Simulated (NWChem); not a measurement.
System: HfH₂F₂; SMILES [HfH2]([F])[F]

Input file for NWChem:

```
start job
memory heap 200 mb stack 900 mb global 1100 mb
geometry units angstroms
  Hf    -0.162187    -0.053735    -0.111715
  F      1.658066     0.185903    -0.645207
  F     -0.048108     0.347567     1.754114
  H     -0.517407    -1.812094    -0.245723
  H     -1.107505     1.273668    -0.873485
end
basis spherical
  * library def2-svp
end
ecp
  Hf library def2-ecp
end
dft
  xc pbe0
  iterations 150
end
driver
  maxiter 120
end
task dft optimize
dft
  grid fine
  convergence energy 1d-8 density 1d-7
end
task dft freq numerical
```

def2 effective core potentials on Hf; no spin-orbit coupling.

The level has its own optimisation; frequencies are unscaled.

Problem. Give the results of this calculation. (PBE0/def2-SVP with def2 effective core potentials on Hf.) Quantities: r F–Hf (Å); r H–Hf (Å); highest harmonic frequency (cm⁻¹); lowest (cm⁻¹); zero-point energy (kcal/mol).

Solution. 
| Quantity | Result |
|---|---|
| r F–Hf (Å) | 1.896 |
| r H–Hf (Å) | 1.843 |
| highest harmonic frequency (cm⁻¹) | 1796 |
| lowest (cm⁻¹) | 149 |
| zero-point energy (kcal/mol) | 10.1 |
